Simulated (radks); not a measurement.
Values are calculated unless marked as measured or tabulated.
Task: These are the eigenvalues of the occupied orbitals of an atom or ion with whole-number occupations (eV). Code: a radial shooting solver on a logarithmic mesh with Libxc functionals. Model: Dirac Kohn-Sham, PBE, spin-unpolarised, spherical densities, finite nucleus; Fermi nuclear charge, rms radius of each element as measured or else 0.836 A^(1/3) + 0.57 fm.

1s1/2: -1807.706
2s1/2: -160.7908
2p1/2: -117.3297
2p3/2: -116.6797
3s1/2: -28.5352

Which element is it, and in what charge state? The configuration may be excited. Open shells, if any, are shared by 2j + 1.

Result: Z = 14, silicon, charge +2: Si2+ in [Ne] 3s2. The list shows which subshells hold electrons but not how many an open one holds; the 1s level, -66.432 hartree, gives Z - s = 11.5 by -(Z - s)^2/2, which with screening and relativity narrows Z to a few neighbours, and the depths of the outer levels then fix element, charge and occupations together.
